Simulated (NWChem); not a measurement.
Everything below was run with NWChem. System: BrGe, charge 0, spin multiplicity 2, at a geometry optimised with UB3LYP/def2-SVP. The structure started from a generated list of species. Its SCF solution wasn't tested for a lower state. Level: UB3LYP/def2-SVP, VWN1-RPA local correlation.

Part of the output:

```
             Northwest Computational Chemistry Package (NWChem) 7.3.0
             --------------------------------------------------------

                                NWChem Input Module
                                -------------------

 Scaling coordinates for geometry "geometry" by  1.889725989
 (inverse scale =  0.529177249)

 Turning off AUTOSYM since
 SYMMETRY directive was detected!

                             Geometry "geometry" -> ""
                             -------------------------

 Output coordinates in angstroms (scale by  1.889725989 to convert to a.u.)

  No.       Tag          Charge          X              Y              Z
 ---- ---------------- ---------- -------------- -------------- --------------
    1 Ge                  32.0000     0.00000000     0.00000000     1.22981700
    2 Br                  35.0000     0.00000000     0.00000000    -1.12440400

 Effective nuclear repulsion energy (a.u.)     251.7514366237

            Nuclear Dipole moment (a.u.)
            ----------------------------
        X                 Y               Z
 ---------------- ---------------- ----------------
     0.0000000000     0.0000000000     0.0000075589

      Symmetry information
      --------------------

 Group name             C2v
 Group number             16
 Group order               4
 No. of unique centers     2

      Symmetry unique atoms

     1    2


 Summary of "ao basis" -> "" (spherical)
 ------------------------------------------------------------------------------
       Tag                 Description            Shells   Functions and Types
 ---------------- ------------------------------  ------  ---------------------
 *                          def2-svp                  on all atoms

                                 NWChem DFT Module
                                 -----------------

 Summary of "ao basis" -> "ao basis" (spherical)
 ------------------------------------------------------------------------------
       Tag                 Description            Shells   Functions and Types
 ---------------- ------------------------------  ------  ---------------------
 Ge                         def2-svp                12       32   5s4p3d
 Br                         def2-svp                12       32   5s4p3d

 Summary of "ao basis" -> "ao basis" (spherical)
 ------------------------------------------------------------------------------
       Tag                 Description            Shells   Functions and Types
 ---------------- ------------------------------  ------  ---------------------
 Ge                         def2-svp                12       32   5s4p3d
 Br                         def2-svp                12       32   5s4p3d

      Symmetry analysis of basis
      --------------------------

        a1         30
        a2          6
        b1         14
        b2         14

            General Information
            -------------------
          SCF calculation type: DFT
          Wavefunction type:  spin polarized.
          No. of atoms     :     2
          No. of electrons :    67
           Alpha electrons :    34
            Beta electrons :    33
          Charge           :     0
          Spin multiplicity:     2
          Use of symmetry is: on ; symmetry adaption is: on
          Maximum number of iterations: 100
          AO basis - number of functions:    64
                     number of shells:    24
          Convergence on energy requested:  1.00D-06
          Convergence on density requested:  1.00D-05
          Convergence on gradient requested:  5.00D-04

              XC Information
              --------------
                         B3LYP Method XC Potential
                     Hartree-Fock (Exact) Exchange  0.200
                        Slater Exchange Functional  0.800 local
                    Becke 1988 Exchange Functional  0.720 non-local
              Lee-Yang-Parr Correlation Functional  0.810
                  VWN I RPA Correlation Functional  0.190 local

             Grid Information
             ----------------
          Grid used for XC integration:  medium
          Radial quadrature: Mura-Knowles
          Angular quadrature: Lebedev.
[...]
    36      0.249441  2 Br s                 11     -0.218792  1 Ge pz
    43     -0.182499  2 Br pz                35     -0.163116  2 Br s

 Vector   37  Occ=0.000000D+00  E= 1.246736D-01  Symmetry=a1
              MO Center=  1.2D-13,  1.1D-13,  9.0D-01, r^2= 4.7D+00
   Bfn.  Coefficient  Atom+Function         Bfn.  Coefficient  Atom+Function
  ----- ------------  ---------------      ----- ------------  ---------------
     5      2.125332  1 Ge s                  4     -1.834215  1 Ge s
    17     -0.517232  1 Ge pz                37     -0.415510  2 Br s
     3      0.409544  1 Ge s                 49     -0.290861  2 Br pz
    36     -0.198390  2 Br s                 62     -0.135956  2 Br d  0
    35      0.102664  2 Br s                  2     -0.073142  1 Ge s

                     DFT Final Beta Molecular Orbital Analysis
                     -----------------------------------------

 Vector   31  Occ=1.000000D+00  E=-3.075901D-01  Symmetry=b1
              MO Center= -1.7D-13, -3.3D-16, -9.2D-01, r^2= 1.8D+00
   Bfn.  Coefficient  Atom+Function         Bfn.  Coefficient  Atom+Function
  ----- ------------  ---------------      ----- ------------  ---------------
    47      0.568159  2 Br px                44      0.509190  2 Br px
    41     -0.339302  2 Br px                15      0.125176  1 Ge px
    12      0.117999  1 Ge px                38      0.110303  2 Br px
     9     -0.068997  1 Ge px                31      0.039477  1 Ge d  1
    21     -0.028479  1 Ge d  1              63     -0.028183  2 Br d  1

 Vector   32  Occ=1.000000D+00  E=-3.073495D-01  Symmetry=a1
              MO Center= -1.7D-16, -2.8D-17,  1.8D-01, r^2= 3.7D+00
   Bfn.  Coefficient  Atom+Function         Bfn.  Coefficient  Atom+Function
  ----- ------------  ---------------      ----- ------------  ---------------
    49     -0.448879  2 Br pz                 4      0.432586  1 Ge s
    46     -0.421774  2 Br pz                43      0.277740  2 Br pz
    14      0.263482  1 Ge pz                 3     -0.250681  1 Ge s
     5      0.233250  1 Ge s                 17      0.166357  1 Ge pz
    11     -0.151491  1 Ge pz                40     -0.090241  2 Br pz

 Vector   33  Occ=1.000000D+00  E=-2.986035D-01  Symmetry=b2
              MO Center= -4.3D-16,  4.7D-14, -9.6D-01, r^2= 1.7D+00
   Bfn.  Coefficient  Atom+Function         Bfn.  Coefficient  Atom+Function
  ----- ------------  ---------------      ----- ------------  ---------------
    48      0.577548  2 Br py                45      0.515063  2 Br py
    42     -0.343142  2 Br py                39      0.111536  2 Br py
    16      0.106403  1 Ge py                13      0.096826  1 Ge py
    10     -0.058408  1 Ge py                29     -0.036552  1 Ge d -1
    19      0.027865  1 Ge d -1              61      0.027189  2 Br d -1

 Vector   34  Occ=0.000000D+00  E=-1.126959D-01  Symmetry=b1
              MO Center= -1.7D-14, -8.2D-16,  1.1D+00, r^2= 3.1D+00
   Bfn.  Coefficient  Atom+Function         Bfn.  Coefficient  Atom+Function
  ----- ------------  ---------------      ----- ------------  ---------------
    15      0.652905  1 Ge px                12      0.469389  1 Ge px
    47     -0.270962  2 Br px                 9     -0.258382  1 Ge px
    44     -0.181459  2 Br px                41      0.119756  2 Br px
     6      0.083578  1 Ge px                63     -0.042288  2 Br d  1
    38     -0.038787  2 Br px

 Vector   35  Occ=0.000000D+00  E=-8.325892D-02  Symmetry=b2
              MO Center= -6.7D-16,  2.6D-15,  1.1D+00, r^2= 3.1D+00
   Bfn.  Coefficient  Atom+Function         Bfn.  Coefficient  Atom+Function
  ----- ------------  ---------------      ----- ------------  ---------------
    16      0.681394  1 Ge py                13      0.444430  1 Ge py
    10     -0.251493  1 Ge py                48     -0.252717  2 Br py
    45     -0.166288  2 Br py                42      0.109038  2 Br py
     7      0.081401  1 Ge py                61      0.047851  2 Br d -1
    39     -0.035287  2 Br py

 Vector   36  Occ=0.000000D+00  E=-1.213322D-02  Symmetry=a1
              MO Center= -2.1D-15, -3.4D-15,  9.1D-01, r^2= 4.2D+00
   Bfn.  Coefficient  Atom+Function         Bfn.  Coefficient  Atom+Function
  ----- ------------  ---------------      ----- ------------  ---------------
    17      0.925621  1 Ge pz                49      0.633989  2 Br pz
    37      0.406325  2 Br s                 14      0.401070  1 Ge pz
     4     -0.397348  1 Ge s                 36      0.259607  2 Br s
    46      0.256758  2 Br pz                11     -0.217369  1 Ge pz
    43     -0.178885  2 Br pz                 3      0.170981  1 Ge s

   alpha - beta orbital overlaps
   -----------------------------

   alpha      1      2      3      4      5      6      7      8      9     10
    beta      1      2      3      4      5      6      7      8      9     10
 overlap   1.000  1.000  1.000  1.000  1.000  1.000  1.000  1.000  1.000  1.000

   alpha     11     12     13     14     15     16     17     18     19     20
    beta     11     12     13     14     15     16     17     18     19     20
 overlap   1.000  1.000  1.000  1.000  1.000  1.000  1.000  1.000  1.000  1.000

   alpha     21     22     23     24     25     26     27     28     29     30
    beta     21     22     23     24     25     26     28     27     29     30
 overlap   1.000  1.000  1.000  0.997  1.000  1.000  0.997  1.000  1.000  0.997

   alpha     31     32     33     34     35     36     37     38     39     40
    beta     32     33     31     35     34     36     37     38     40     39
 overlap   0.998  0.996  1.000  0.995  1.000  1.000  0.999  0.999  0.995  1.000

   alpha     41     42     43     44     45     46     47     48     49     50
    beta     42     41     44     45     43     46     47     48     49     50
 overlap   0.995  1.000  0.999  0.986  0.991  0.998  0.999  0.998  1.000  0.999

   alpha     51     52     53     54     55     56     57     58     59     60
    beta     51     52     53     54     56     55     57     58     59     61
 overlap   0.999  1.000  0.999  1.000  1.000  0.999  1.000  1.000  0.999  1.000

   alpha     61     62     63     64
    beta     60     62     63     64
 overlap   1.000  1.000  1.000  1.000

     --------------------------
     Expectation value of S2:
     --------------------------
      <S2> =      0.7525 (Exact =     0.7500)

 center of mass
 --------------
 x =   0.00000000 y =   0.00000000 z =   0.01292232

 moments of inertia (a.u.)
 ------------------
         760.040880191234           0.000000000000           0.000000000000
           0.000000000000         760.040880191234           0.000000000000
           0.000000000000           0.000000000000           0.000000000000

     Multipole analysis of the density
     ---------------------------------

     L   x y z        total         alpha         beta         nuclear
     -   - - -        -----         -----         ----         -------
     0   0 0 0     -0.000000    -34.000000    -33.000000     67.000000

     1   1 0 0     -0.000000      0.000000     -0.000000      0.000000
     1   0 1 0      0.000000     -0.000000      0.000000      0.000000
     1   0 0 1      0.609975     -0.751098      1.361066      0.000008

     2   2 0 0    -24.645523    -13.153834    -11.491688      0.000000
     2   1 1 0     -0.000000     -0.000000     -0.000000      0.000000
     2   1 0 1     -0.000000     -0.000000      0.000000      0.000000
     2   0 2 0    -27.876907    -16.584600    -11.292307      0.000000
     2   0 1 1      0.000000      0.000000     -0.000000      0.000000
     2   0 0 2    -25.562542   -181.969656   -174.446094    330.853208

 Task  times  cpu:        1.0s     wall:        1.0s

 Total times  cpu:        1.0s     wall:        1.0s
```

Question: Write an NWChem input that would produce this output.

Answer: This is not unique; one that fits is 
```
start mol
memory heap 200 mb stack 900 mb global 1100 mb
geometry units angstroms nocenter noautoz
  Ge     0.000000     0.000000     1.229817
  Br     0.000000     0.000000    -1.124404
  symmetry group C2v
end
basis spherical
  * library def2-svp
end
dft
  xc b3lyp
  odft
  mult 2
  semidirect memsize 60000000 filesize 0
  iterations 100
end
task dft energy
```
